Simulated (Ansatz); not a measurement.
OP (SMILES O=[P]), doublet, at a GFN2-xTB geometry; Ansatz (a program for electronic structure) with CAM-B3LYP/STO-3G.

Input for Ansatz:
Ansatz 0.2 input:
```yaml
crystal:
  periodic: [false, false, false]
  atoms:
    - {symbol: P, position_ang: [-0.00000000, -0.00000000, -0.50615669]}
    - {symbol: O, position_ang: [0.00000000, 0.00000000, 0.94904379]}
basis:
  gaussian:
    orbitals: STO-3G
    final_grid: {core_spheres: 4, valence_spheres: 8, degree: 17}
hamiltonian:
  xc: cam_b3lyp
magnetization: {spin_polarized: true, initial_magnetization: 1}
```

What the program printed (banner, timings and long lists left out):

```
Functional definition: CAM-B3LYP
164 factors; integrals over basis functions are off by at most 1.9e-5 eV
67 factors; integrals over basis functions are off by at most 6.1e-7 eV
mean field evaluation 1: about -11195.6302 eV, gradient 1.9e1 eV
mean field evaluation 2: about -11186.5110 eV, gradient 4.6e1 eV
mean field evaluation 4: about -11198.4088 eV, gradient 2.4e-1 eV
mean field evaluation 8: about -11198.4080 eV, gradient 3.1e-2 eV
mean field -11198.40807335 eV, -411.5339061418 hartree, gradient 4.8e-5 eV, S^2 0.750313; 0 other end points of the search recorded, 0 dependent functions left out
reference -11198.40811062 eV, -411.5339075116 hartree; 12, 11 occupied and 2, 3 virtual orbitals, 164 factors
Total energy: -11198.40811062 eV, -411.5339075116 hartree
```
